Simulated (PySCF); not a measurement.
HgF: everyday levels beside a composite calculation

PySCF; the state is a doublet (σ ↑). The composite is CCSD(T) extrapolated to the basis-set limit from two correlation-consistent sets, with core-valence (CV) and scalar-relativistic (SR) terms as its label shows; it has no spin–orbit coupling and nothing beyond (T). Here it is CCSD(T)/CBS(DT). It gives Re = 2.028 Å, ωe = 482 cm⁻¹ and De = 1.36 eV to Hg + F.

```tsv
level	basis	relativity	Re (Å)	ωe (cm⁻¹)	De (eV)
UHF-MP2	def2-SVPD	scalar-relativistic core potentials	2.056	461	1.29
UHF-CCSD	def2-SVP	scalar-relativistic core potentials	2.043	458	0.71
PBE	def2-TZVPP	scalar-relativistic core potentials	2.080	407	1.73
r²SCAN	def2-SVPD	scalar-relativistic core potentials	2.075	423	1.65
M06-L	cc-pVDZ-PP/cc-pVDZ	scalar-relativistic core potentials	2.092	408	1.46
PBE0	cc-pVDZ-PP/cc-pVDZ	scalar-relativistic core potentials	2.049	442	1.32
MN15	def2-TZVPP	scalar-relativistic core potentials	2.027	456	1.33
BHandHLYP	def2-TZVPP	scalar-relativistic core potentials	2.041	456	1.06
B2PLYP	cc-pVDZ-PP/cc-pVDZ	scalar-relativistic core potentials	2.048	457	1.14
B2PLYP	def2-TZVPP	scalar-relativistic core potentials	2.049	450	1.30
```

Task: Give the difference of each row from the composite.

Result: 

```tsv
level	basis	ΔRe (pm)	Δωe (%)	ΔDe (eV)
UHF-MP2	def2-SVPD	+2.8	-4.4	-0.07
UHF-CCSD	def2-SVP	+1.5	-5.0	-0.65
PBE	def2-TZVPP	+5.2	-15.6	+0.37
r²SCAN	def2-SVPD	+4.7	-12.2	+0.29
M06-L	cc-pVDZ-PP/cc-pVDZ	+6.4	-15.4	+0.10
PBE0	cc-pVDZ-PP/cc-pVDZ	+2.1	-8.3	-0.04
MN15	def2-TZVPP	-0.1	-5.4	-0.03
BHandHLYP	def2-TZVPP	+1.3	-5.4	-0.30
B2PLYP	cc-pVDZ-PP/cc-pVDZ	+2.0	-5.2	-0.22
B2PLYP	def2-TZVPP	+2.1	-6.6	-0.06
```

Task: Which rows come closest in De?

Result: PBE0 in cc-pVDZ-PP/cc-pVDZ (-0.04 eV); MN15 in def2-TZVPP (-0.03 eV), counted from the composite.

Correlated steps freeze the inner cores (1 to 5 orbitals); shallow outer-core shells are correlated. Correlated levels converge slowly with the basis: in double zeta they bind strong bonds too weakly, by up to about 1 eV, and carry superposition errors of some tenths. These are scalar-relativistic numbers at best; spin–orbit coupling would shift them, the dissociation energy most. B2PLYP dipoles, levels and charges come from its SCF part alone. The CCSD T1 diagnostic is raised in HgF, a sign that a single reference may not be enough there. The state was picked by a PBE0 search and need not be the measured ground state.
